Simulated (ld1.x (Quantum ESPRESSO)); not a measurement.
## O (Z = 8): variants of one TM semilocal potential

Base potential:

- Element: oxygen
- Generator: ld1.x (Quantum ESPRESSO) 7.5
- Type: norm-conserving Troullier–Martins (semilocal form)
- Functional: PBE
- Relativity: scalar-relativistic
- Frozen core: [He]
- Valence charge: 6
- Reference configuration: 2s2 2p4
- Partial waves: 2p (bound): rc 1.80 bohr; 2s (bound): rc 0.75 bohr
- Local potential: the s channel
- Core correction: Bessel-smoothed model core inside 0.55 bohr

Cutoffs, loose and tight: the cutoffs (Ry, on a coarse ladder) from which the occupation-weighted sum of valence levels, in a spherical-Bessel basis at the reference potential, stays within 10 and 1 mRy of its value at 400 Ry. They do not see the model core or the augmentation charge, which bear on the density cutoff. Test errors are all-electron minus pseudo excitation energies from the reference, over the configurations 2s2 2p3; 2s2 2p2; 2s2 2p1; 2s1 2p5; 2s2 2p0; 2s2 2p4.3; 2s0 2p6. A dash means not determined; rows that change the core or the reference have their own tests.

Cutoffs are not given where the Bessel-basis levels miss the radial ones by over 6 mRy, ghosts where they miss by over 20 mRy; a channel whose overlap is not positive is not tested.

In the semilocal form every listed channel keeps its own potential, so the choice of the local channel does not act on these tests. It acts once the file is put into the separable form.

A semilocal file is local in each channel, so a ghost entry of none says nothing of the separable form that plane-wave codes build from it.

| change | outcome | cutoff, loose | cutoff, tight | bound ghosts | largest test error (meV) |
| --- | --- | --- | --- | --- | --- |
| base | generated | 80 Ry | 200 Ry | none | +4487 |
| functional LDA (PZ) | generated | 80 Ry | 200 Ry | none | +4449 |
| core correction Bessel-smoothed model core inside 0.66 bohr | generated | 80 Ry | 200 Ry | none | +4412 |
| wave 2s (bound): rc 0.75 bohr becomes 2s (bound): rc 0.84 bohr | generated | 80 Ry | 180 Ry | none | +4505 |
| non-relativistic | generated | 80 Ry | 200 Ry | none | +4488 |
| wave 2p (bound): rc 1.80 bohr becomes 2p (bound): rc 2.46 bohr | generated | 80 Ry | 200 Ry | none | +11138 |
| wave 2s (bound): rc 0.75 bohr becomes 2s (bound): rc 0.62 bohr | generated | 180 Ry | over 300 Ry | none | +4515 |
| core correction Bessel-smoothed model core inside 0.92 bohr | generated | 80 Ry | 200 Ry | none | +4436 |

(1) What comes out with this change to the base: all radii but the core radius scaled by about 0.82 (s 0.62, p 1.48 bohr)?

(2) What comes out with this change to the base: type PAW, which also changes the form from semilocal to separable; waves now 2s (bound): rcut 0.65, rcutus 0.75 bohr; 2s channel at -1.15 Ry: rcut 0.65, rcutus 0.75 bohr; 2p (bound): rcut 1.55, rcutus 1.80 bohr; 2p channel at 2.45 Ry: rcut 1.55, rcutus 1.80 bohr; local potential all-electron potential smoothed inside 1.70 bohr (lloc = -2); augmentation PSQ, inside the norm-conserving radii?

## Answers

(1) outcome: generated; cutoff, loose: 180 Ry; cutoff, tight: over 300 Ry; bound ghosts: none; largest test error (meV): +2308.

(2) outcome: generated, overlap not positive; bound ghosts: not determined (overlap not positive); largest test error (meV): +193. A file whose overlap is not positive is unfit for use, and its test errors describe a broken file.
